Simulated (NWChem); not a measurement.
# Correlation energy of silicon dioxide molecule (O₂Si)

```
Si
O 1 1.5184
O 1 1.5184 2 180.00
```
Charge 0, spin multiplicity 1.

Everything below was run with NWChem. All single points use one geometry, from PBE0/def2-SVP, a minimum by its harmonic frequencies.

Basis set: def2-SVP. Each correlation energy counts from its own Hartree-Fock reference.

The correlated methods keep 7 core orbitals frozen. No row is a measurement; the coupled-cluster row has its own basis-set and correlation limits.

Problem. One of these methods gave a correlation energy of -451.8 mHa. Which?
A. MP2
B. CCSD
C. CR-CCSD[T]
D. SCS-MP2

Solution. D, SCS-MP2. The others give -481.9 (CR-CCSD[T]), -465.0 (CCSD), -470.6 (MP2).
